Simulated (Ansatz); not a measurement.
`BN=C=O` + `BNC` → `BN(B)C` + `N=C=O` at 400 K and 1 bar (ligand exchange at a B–N bond).

Calculated with Ansatz (gas phase, PBE0-D4/def2-TZVP geometries, no zero-point term in ΔE). CBS: MP2 limit from def2 TZ/QZ plus the TZ coupled-cluster correction, frozen cores. This one scheme is used for every species. Each species was taken in one conformer, which may not be the lowest.

| species | CCSD(T)/CBS energy (Eh) | H − E (kJ/mol) | S (J/(mol·K)) |
| --- | --- | --- | --- |
| `BN=C=O` | -193.93341 | 111.1 | 304.0 |
| `BNC` | -121.18426 | 222.8 | 289.6 |
| `BN(B)C` | -146.59307 | 258.1 | 335.0 |
| `N=C=O` | -168.51995 | 72.4 | 252.4 |

H − E and S are ideal-gas, rigid-rotor, harmonic terms from PBE0-D4/def2-TZVP, for one conformer and one mirror image of each species. 1 Eh = 2625.50 kJ/mol, R = 8.31446 J/(mol·K).

By hand: ΔE, ΔH, ΔS and ΔG.

ΔE = (-146.59307) + (-168.51995) − (-193.93341) − (-121.18426) = 0.00465 Eh = 12.2 kJ/mol. Δ(H − E) = 258.1 + 72.4 − 111.1 − 222.8 = -3.4, so ΔH = 8.8 kJ/mol. ΔS = 335.0 + 252.4 − 304.0 − 289.6 = -6.2 J/(mol·K). ΔG = 8.8 − 400 × (-6.2)/1000 = 11.3 kJ/mol.

By hand: the equilibrium constant, and the temperature at which ΔG would vanish if ΔH and ΔS stayed fixed.

log₁₀ K = −ΔG/(RT ln 10) = -1.5. ΔH and −TΔS have one sign here, so there is no such temperature.

The number of gas molecules stays the same, so ΔS is small and ΔH decides. A doubt of 5 kJ/mol in ΔE shifts log₁₀ K by 0.7 here. Other conformers and mirror images would add mixing entropy, several J/(mol·K) or more a flexible species. Modes under 60 cm⁻¹, often nearly free rotors, make the harmonic entropy too high. These are equilibria of isolated gas molecules and say nothing of rates. Largest T1 diagnostic: 0.018 (customary marks: 0.02 for closed shells, 0.045 for open ones).

ΔS is within the doubt of such terms, so its sign, and with it that verdict, could turn.
